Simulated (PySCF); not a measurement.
## Frontier levels across methods

Species: C2H7BCl2Si.
Z-matrix (Å and degrees, PBE0-D3(BJ)/def2-SVP geometry), rows numbered from 1:
```
C 
C   1  1.5257
Si  2  1.8965  1  114.46
B   3  2.0229  2  107.89  1   -56.91
Cl  4  1.7513  3  120.61  2   -85.25
Cl  4  1.7520  3  121.34  2    89.85
H   1  1.1014  2  111.54  3  -178.35
H   1  1.1016  2  111.63  3   -58.26
H   1  1.1015  2  111.88  3    61.52
H   2  1.1036  1  110.64  3   121.22
H   2  1.1035  1  110.83  3  -121.63
H   3  1.4977  2  110.05  1    63.25
H   3  1.4968  2  109.70  1  -177.04
```

Basis pcSseg-1 throughout (PySCF), one geometry. Geometry: PBE0-D3(BJ)/def2-SVP, one conformer, isolated molecule.

How do the orbital energies, the gap and the dipole change with the method?

```
   method                    kind  HOMO (eV)  LUMO (eV)  gap (eV)  μ (D)  SCF cycles
     BLYP                     GGA      -6.71      -2.75      3.96   1.16          14
     OPBE                     GGA      -6.85      -2.89      3.96   1.26          14
      PBE                     GGA      -6.86      -2.97      3.88   1.22          14
    B97-D                     GGA      -6.87      -2.80      4.07   1.23          14
      LDA                     LDA      -6.97      -3.21      3.76   1.27          13
      KT2                     GGA      -6.97      -2.98      3.99   1.27          14
      KT3                     GGA      -6.98      -2.90      4.08   1.22          14
     BP86                     GGA      -6.98      -3.06      3.92   1.25          14
    B97-2           global hybrid      -7.90      -2.12      5.78   1.30          12
    B3LYP           global hybrid      -7.90      -2.25      5.65   1.24          13
     PBE0           global hybrid      -8.14      -2.13      6.00   1.30          12
 mPW1PW91           global hybrid      -8.17      -2.14      6.03   1.31          12
BHandHLYP           global hybrid      -9.30      -1.07      8.24   1.35          11
CAM-B3LYP  range-separated hybrid      -9.46      -0.96      8.50   1.27          12
  wB97X-D  range-separated hybrid     -10.01      -0.35      9.66   1.37          12
  LC-wPBE  range-separated hybrid     -10.82       0.06     10.88   1.35          12
       HF            Hartree–Fock     -11.12       1.46     12.58   1.50          10
```

The HOMO spans 4.41 eV, from BLYP down to HF, and the gap runs from 3.76 eV (LDA) to 12.58 eV (HF). Over the methods BLYP (0 %), OPBE (0 %), PBE (0 %), B97-D (0 %), LDA (0 %), KT2 (0 %), KT3 (0 %), BP86 (0 %), B97-2 (21 %), B3LYP (20 %), PBE0 (25 %), mPW1PW91 (25 %), BHandHLYP (50 %), HF (100 %), a straight line through the gap against the share of exact exchange rises by 0.86 eV for each 10 % (correlation coefficient 0.999). The dipole ranges from 1.16 D (BLYP) to 1.50 D (HF). This basis has no diffuse functions.
